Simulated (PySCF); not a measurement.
ClGeH4P.
Atom-mapped SMILES: `[PH2:1][GeH2:2][Cl:3]` (hydrogens: H4, H5 on P1; H6, H7 on Ge2)

Cartesian coordinates in Å at the PBE0-D3(BJ)/def2-SVP level; atoms count from 1:
```xyz
7
ClGeH4P angstrom
P      1.2419   -0.3450    0.0757
Ge    -1.0582   -0.1734   -0.0900
Cl    -1.6623    1.7989   -0.7654
H      1.4526    0.2015   -1.2268
H      1.3667    0.9207    0.7253
H     -1.5905   -1.1809   -1.1217
H     -1.7095   -0.3814    1.2864
```

Method: PBE0-D3(BJ)/def2-SVP geometry optimisation, gas phase (PySCF 2.14.0).

Masses are those of the commonest isotopes; rigid-rotor values at the optimised geometry. The values belong to one conformer with, in the numbering `[PH2:1][GeH2:2][Cl:3]`, H–P1–Ge2–Cl3 -49° and 45°.

Question: What are A, B and C (MHz)?

Answer: Ia = 69.64, Ib = 235.57, Ic = 294.34 u·Å²; 505379 MHz·u·Å²/I gives A = 7257, B = 2145, C = 1717 MHz.

Question: What kind of rotor is it?

Answer: An asymmetric top; Ray's κ = -0.845.

Question: Is it planar, by Δ = Ic − Ia − Ib?

Answer: Not planar: Δ = Ic − Ia − Ib = -10.87 u·Å². For a rigid frame Δ = −2 Σ m c², so Σ m c² = 5.44 u·Å² lies off the ab plane, practically all of it from hydrogen. The atom farthest from that plane is 1.27 Å away.

Question: Which lines would a microwave search look for?

Answer: The dipole components are |μa| = 1.05 D, |μb| = 0.50 D, |μc| = 0.03 D. Intensities carry the squares of the components, which stand as 1.00 : 0.22 : 0.00 (a : b : c). Some lines, for components of 0.1 D or more:

```tsv
type	branch	J(Ka,Kc)	MHz	lower level (cm⁻¹)
a	Q	1(1,0) ← 1(1,1)	428	0.299
a	Q	4(1,3) ← 4(1,4)	4276	1.392
b	Q	1(1,0) ← 1(0,1)	5540	0.129
a	R	3(2,1) ← 2(2,0)	11690	1.098
a	R	3(1,2) ← 2(1,1)	12213	0.586
b	Q	2(2,0) ← 2(1,1)	15362	0.586
a	R	4(3,1) ← 3(3,0)	15504	2.372
b	R	3(1,3) ← 2(0,2)	15638	0.386
a	R	4(2,2) ← 3(2,1)	15682	1.488
b	Q	3(2,2) ← 3(1,3)	17279	0.907
b	Q	4(3,1) ← 4(2,2)	26341	2.011
b	Q	3(3,1) ← 3(2,2)	26646	1.484
b	R	3(2,1) ← 2(1,2)	28336	0.543
b	R	4(2,2) ← 3(1,3)	33089	0.907
b	R	3(3,0) ← 2(2,1)	38234	1.097
b	R	4(3,1) ← 3(2,2)	42151	1.484
b	R	4(4,0) ← 3(3,1)	52736	2.372
```

No PBE0-D3(BJ)/def2-SVP frequencies stand behind this structure, so it isn't proved a minimum. These are rigid-rotor constants of the computed structure; measured ground-state constants (B0) also hold zero-point vibration. Quadrupole hyperfine structure (35Cl) is left out.

On one thread, Arm Neoverse V2 (aarch64), no GPU, on a shared host, this took 16 s wall and 0.36 GiB of memory at its peak. These figures are those of the optimisation.
